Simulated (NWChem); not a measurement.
**Total energies of hydronium (H$_{3}$O (+1))**

SMILES: [OH3+]
```xyz
4

O      0.0000     0.0774     0.0000
H     -0.4720    -0.2067     0.8177
H     -0.4720    -0.2067    -0.8177
H      0.9443    -0.2062     0.0000
```
Charge +1, spin multiplicity 1.

Program: NWChem. Structure: optimised with B3LYP/def2-SVP, a minimum by its harmonic frequencies.

Basis set: def2-SVP (29 functions).

```tsv
method	total energy (Ha)
RHF	-76.24576
MP2	-76.44909
B2PLYP	-76.57461
PBE	-76.55808
B3LYP	-76.64346
CAM-B3LYP	-76.61410
CCSD(T)	-76.46345
```

Total energies of different functionals aren't comparable as a measure of quality: only differences taken within one method are. 

The correlated methods keep 1 core orbital frozen. B3LYP has NWChem's definition, with VWN1-RPA local correlation. Coupled-cluster values serve here as a point of comparison, not as the truth.
